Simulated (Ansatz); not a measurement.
C$_{2}$H$_{7}$FOSi (`OCC(F)[SiH3]`), relaxed with RKS PBE-D4/def2-SVP in Ansatz 0.2.0 from a rough embedded geometry. The force threshold is 0.03 eV/Å; the program also tests the step.

The species carries charge 0 and has multiplicity 1.

Start:

```xyz
12

O    -0.955   -1.728   -0.249
C     0.353   -1.265   -0.216
C     0.454    0.073    0.496
F    -0.015    0.018    1.711
Si   -0.325    1.547   -0.373
H    -1.282   -1.692    0.753
H     0.708   -1.202   -1.266
H     0.975   -1.966    0.304
H     1.585    0.306    0.639
H    -1.768    1.408   -0.445
H     0.008    2.788    0.379
H     0.261    1.712   -1.733
```

| step | energy (eV) | largest force (eV/Å) | largest move (Å) |
| --- | --- | --- | --- |
| 1 | -14808.9688 | 3.790 | 0.000 |
| 2 | -14809.4268 | 1.440 | 0.092 |
| 3 | -14809.5088 | 0.495 | 0.116 |
| 4 | -14809.5188 | 0.173 | 0.043 |
| 5 | -14809.5263 | 0.099 | 0.104 |
| 6 | -14809.5275 | 0.082 | 0.021 |
| 7 | -14809.5277 | 0.132 | 0.165 |
| 8 | -14809.5307 | 0.039 | 0.063 |
| 9 | -14809.5309 | 0.020 | 0.013 |

End:

```xyz
12

O    -0.942   -1.548   -0.461
C     0.414   -1.262   -0.174
C     0.581    0.081    0.514
F     0.036   -0.027    1.819
Si   -0.371    1.517   -0.348
H    -1.414   -1.495    0.393
H     0.960   -1.248   -1.141
H     0.885   -2.052    0.463
H     1.664    0.325    0.617
H    -1.848    1.367   -0.144
H     0.071    2.810    0.279
H    -0.035    1.534   -1.814
```

Run time 20 s (4 threads of an Arm Neoverse N1 on a shared host); peak host memory 0.15 GiB.
